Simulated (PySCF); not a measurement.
Potential energy curve for SiH, doublet.

- UKS-M06-2X = PySCF with unrestricted M06-2X/cc-pVTZ
- ROHF/cc-pVTZ (PySCF)
- UKS-CAM-B3LYP = unrestricted CAM-B3LYP/cc-pVTZ (PySCF)

Magnitude of the dipole moment (D; its direction can reverse along the curve, and a method can change to another solution) and Mulliken charge of the fragment that holds Si1:

```tsv
R / Å	μ UKS-M06-2X	q UKS-M06-2X	μ ROHF	q ROHF	μ UKS-CAM-B3LYP	q UKS-CAM-B3LYP
1.14	0.91	-0.15	1.11	-0.04	0.96	-0.06
1.23	0.75	-0.12	0.94	-0.03	0.79	-0.05
1.29	0.64	-0.10	0.82	-0.02	0.67	-0.04
1.39	0.43	-0.05	0.58	0.02	0.45	0.00
1.45	0.29	-0.02	0.43	0.04	0.31	0.03
1.48	0.22	-0.01	0.35	0.05	0.24	0.04
1.53	0.10	0.01	0.22	0.07	0.11	0.05
1.59	0.05	0.03	0.05	0.09	0.05	0.07
1.61	0.10	0.04	0.01	0.09	0.10	0.08
1.69	0.32	0.06	0.26	0.12	0.32	0.10
1.80	0.63	0.09	0.61	0.14	0.62	0.12
1.92	0.98	0.11	1.01	0.17	0.97	0.14
2.09	1.48	0.14	1.60	0.20	1.45	0.17
```

The scan ran from 1.14 to 6.11 Å; beyond the distances shown one of the unrestricted levels run for this scan, shown here or not, changes its spin distribution in one step.
